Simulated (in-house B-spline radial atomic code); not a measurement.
**Ni²⁺: [Ar] 3d8**

Computed with a B-spline radial code for spherical atoms: non-relativistic TPSS, spin-polarised, spherical fractional occupations, point nucleus.

Z_r = [3n² - l(l+1)]/(2<r>); Z_e = n√(-2ε); the last column is Slater's effective charge. Values are occupation-weighted means over spin.

```json
{"shell": "1s", "electrons": "2", "ε (eV)": "-8157.2", "<r> (bohr)": "0.0548", "Z_r": "27.37", "Z_e": "24.49", "Slater": "27.70"}
{"shell": "2s", "electrons": "2", "ε (eV)": "-984.98", "<r> (bohr)": "0.248", "Z_r": "24.20", "Z_e": "17.02", "Slater": "23.85"}
{"shell": "2p", "electrons": "6", "ε (eV)": "-860.84", "<r> (bohr)": "0.2166", "Z_r": "23.09", "Z_e": "15.91", "Slater": "23.85"}
{"shell": "3s", "electrons": "2", "ε (eV)": "-128.57", "<r> (bohr)": "0.7503", "Z_r": "17.99", "Z_e": "9.22", "Slater": "16.75"}
{"shell": "3p", "electrons": "6", "ε (eV)": "-90.631", "<r> (bohr)": "0.7836", "Z_r": "15.95", "Z_e": "7.74", "Slater": "16.75"}
{"shell": "3d", "electrons": "8", "ε (eV)": "-28.537", "<r> (bohr)": "0.9619", "Z_r": "10.92", "Z_e": "4.34", "Slater": "7.55"}
```

The least bound orbital is 3d down at -27.19 eV, and it is also the most diffuse (<r> = 0.9756 bohr).
